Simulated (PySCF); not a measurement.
C2H5Cd, SMILES C[CH2][Cd] (connectivity only; charge and spin as stated), neutral, multiplicity 2. Geometry: B3LYP-D3(BJ)/def2-TZVP. The multiplicity is an assumed one; other spin states were not compared. The isomer is the one that the SMILES or the coordinates give; other isomers of the formula were not compared. The def2 effective core potentials stand for the cores of Cd; spin–orbit coupling is left out.

Level of theory: B3LYP-D3(BJ)/def2-TZVP (PySCF).

Harmonic wavenumbers (cm⁻¹): 146, 193, 226, 539, 840, 855, 1007, 1070, 1227, 1407, 1465, 1489, 1490, 2976, 3052, 3086, 3086, 3159. Rotational constants (GHz): 27.86, 2.549, 2.407; symmetry number 1.

Q: Work out the zero-point energy and the ideal-gas rigid-rotor harmonic-oscillator thermochemistry at 298.15 K and 1 atm.

A: ZPE = ½ Σ hcν = ½ × 27313 cm⁻¹ = 39.05 kcal/mol. H − E(el) = 42.78 kcal/mol. Entropy in cal/(mol K): translation 40.75, rotation 25.04, vibration 8.00, spin 1.38, total 75.17. G − E(el) = 20.37 kcal/mol. Cp = 17.03 cal/(mol K). Modes under 150 cm⁻¹ make the vibrational entropy uncertain.
